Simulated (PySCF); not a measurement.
H$_{3}$Si (SMILES [SiH3]), doublet, geometry from GFN2-xTB; DF-PBE0/aug-cc-pVTZ in PySCF.

The PySCF input:
```python
from pyscf import gto, scf, dft
import numpy

mol = gto.M(
    atom='''
Si    0.001724    0.000466    0.056068
H    -0.010252    1.411631   -0.273345
H     1.216916   -0.707481   -0.293446
H    -1.230798   -0.710680   -0.218166
''',
    basis='aug-cc-pvtz',
    charge=0,
    spin=1,
    verbose=4,
)
print('smallest overlap eigenvalue', numpy.linalg.eigvalsh(mol.intor('int1e_ovlp'))[0])

mf = dft.UKS(mol)
mf.xc = 'pbe0'
mf = mf.density_fit(auxbasis='def2-universal-jkfit')
mf = scf.addons.remove_linear_dep_(mf, threshold=1e-3, lindep=1e-3)
mf.kernel()
```

What the program printed (banner, timings and long lists left out):

```
PySCF version 2.14.0

[INPUT] verbose = 4
[INPUT] num. atoms = 4
[INPUT] num. electrons = 17
[INPUT] charge = 0
[INPUT] spin (= nelec alpha-beta = 2S) = 1
[INPUT] symmetry False subgroup None
[INPUT] Mole.unit = angstrom
[INPUT] Symbol           X                Y                Z      unit          X                Y                Z       unit  Magmom
[...]
nuclear repulsion = 15.9851282616674
number of shells = 40
number of NR pGTOs = 150
number of NR cGTOs = 119
basis = aug-cc-pvtz
ecp = {}
input.py:21: DeprecationWarning: remove_linear_dep_ is deprecated and will be removed in a future release. Linear dependency handling is now built into the SCF procedure by default. Linear dependency removal can be controlled using the following settings:
  pyscf.scf.hf.remove_overlap_zero_eigenvalue = True
  pyscf.scf.hf.overlap_zero_eigenvalue_threshold = 1e-6

  mf = scf.addons.remove_linear_dep_(mf, threshold=1e-3, lindep=1e-3)
smallest overlap eigenvalue 0.00013223203757124075
Applying remove_linear_dep_ on SCF object.
Using canonical orthogonalization with threshold 0.001

******** <class 'pyscf.df.df_jk.DFUKS'> ********
method = DFUKS
initial guess = minao
damping factor = 0
level_shift factor = 0
DIIS = <class 'pyscf.scf.diis.CDIIS'>
diis_start_cycle = 1
diis_space = 8
diis_damp = 0
SCF conv_tol = 1e-09
SCF conv_tol_grad = None
SCF max_cycles = 50
direct_scf = False
number electrons alpha = 9  beta = 8
XC library pyscf.dft.libxc version 7.1.2
    S. Lehtola, C. Steigemann, M. J. T. Oliveira, and M. A. L. Marques,  SoftwareX 7, 1–5 (2018)
XC functionals = pbe0
    C. Adamo and V. Barone,  J. Chem. Phys. 110, 6158 (1999)
    M. Ernzerhof and G. E. Scuseria,  J. Chem. Phys. 110, 5029 (1999)
radial grids:
    Treutler-Ahlrichs [JCP 102, 346 (1995); DOI:10.1063/1.469408] (M4) radial grids

becke partition: Becke, JCP 88, 2547 (1988); DOI:10.1063/1.454033
pruning grids: <function nwchem_prune>
grids dens level: 3
symmetrized grids: False
atomic radii adjust function: <function treutler_atomic_radii_adjust>
small_rho_cutoff = 0
Set gradient conv threshold to 3.16228e-05
tot grids = 48608
******** <class 'pyscf.df.df.DF'> ********
auxbasis = def2-universal-jkfit
init E= -290.923801956421

cycle= 1 E= -291.104943336424  delta_E= -0.181  |g|= 0.0765  |ddm|= 0.91
cycle= 2 E= -291.108760929617  delta_E= -0.00382  |g|= 0.03  |ddm|= 0.0874
cycle= 3 E= -291.109188184127  delta_E= -0.000427  |g|= 0.00807  |ddm|= 0.0238
[...]
cycle= 22 E= -291.10924602416  delta_E= 1.42e-07  |g|= 0.000552  |ddm|= 0.000651
cycle= 23 E= -291.109246097976  delta_E= -7.38e-08  |g|= 0.000531  |ddm|= 0.000225
cycle= 24 E= -291.109246170764  delta_E= -7.28e-08  |g|= 0.000464  |ddm|= 0.000543
cycle= 25 E= -291.109246174117  delta_E= -3.35e-09  |g|= 0.000442  |ddm|= 0.000255
cycle= 26 E= -291.109245856725  delta_E= 3.17e-07  |g|= 0.000388  |ddm|= 0.00106
cycle= 27 E= -291.109245812751  delta_E= 4.4e-08  |g|= 0.000418  |ddm|= 0.000151
cycle= 28 E= -291.109245985868  delta_E= -1.73e-07  |g|= 0.000458  |ddm|= 0.000656
cycle= 29 E= -291.109246166503  delta_E= -1.81e-07  |g|= 0.000438  |ddm|= 0.000753
cycle= 30 E= -291.109246180878  delta_E= -1.44e-08  |g|= 0.000473  |ddm|= 0.0003
cycle= 31 E= -291.109246138052  delta_E= 4.28e-08  |g|= 0.000615  |ddm|= 0.000356
cycle= 32 E= -291.109246117423  delta_E= 2.06e-08  |g|= 0.000512  |ddm|= 0.000419
cycle= 33 E= -291.1092460971  delta_E= 2.03e-08  |g|= 0.000529  |ddm|= 0.000121
cycle= 34 E= -291.109246036202  delta_E= 6.09e-08  |g|= 0.000552  |ddm|= 0.000317
cycle= 35 E= -291.109245784053  delta_E= 2.52e-07  |g|= 0.000607  |ddm|= 0.000755
cycle= 36 E= -291.109245810947  delta_E= -2.69e-08  |g|= 0.000541  |ddm|= 0.000211
cycle= 37 E= -291.10924596143  delta_E= -1.5e-07  |g|= 0.000473  |ddm|= 0.000394
cycle= 38 E= -291.109245997403  delta_E= -3.6e-08  |g|= 0.000506  |ddm|= 0.000329
cycle= 39 E= -291.109246063356  delta_E= -6.6e-08  |g|= 0.00047  |ddm|= 0.000445
cycle= 40 E= -291.109246064506  delta_E= -1.15e-09  |g|= 0.000415  |ddm|= 0.000765
cycle= 41 E= -291.109246092802  delta_E= -2.83e-08  |g|= 0.000474  |ddm|= 0.000394
cycle= 42 E= -291.109246113578  delta_E= -2.08e-08  |g|= 0.00055  |ddm|= 0.000443
cycle= 43 E= -291.109246092396  delta_E= 2.12e-08  |g|= 0.00057  |ddm|= 0.000205
cycle= 44 E= -291.109246140549  delta_E= -4.82e-08  |g|= 0.000515  |ddm|= 0.000252
cycle= 45 E= -291.109246067447  delta_E= 7.31e-08  |g|= 0.000684  |ddm|= 0.000371
cycle= 46 E= -291.109246078316  delta_E= -1.09e-08  |g|= 0.000618  |ddm|= 0.000194
cycle= 47 E= -291.109246081331  delta_E= -3.01e-09  |g|= 0.000617  |ddm|= 1.93e-05
cycle= 48 E= -291.109246108487  delta_E= -2.72e-08  |g|= 0.000583  |ddm|= 0.000462
cycle= 49 E= -291.109246035366  delta_E= 7.31e-08  |g|= 0.000381  |ddm|= 0.00104
cycle= 50 E= -291.109246016778  delta_E= 1.86e-08  |g|= 0.000438  |ddm|= 0.000289
SCF not converged.
SCF energy = -291.109246016778 after 50 cycles  <S^2> = 0.75405207  2S+1 = 2.004048
```

The run did not converge; its last values are not results.
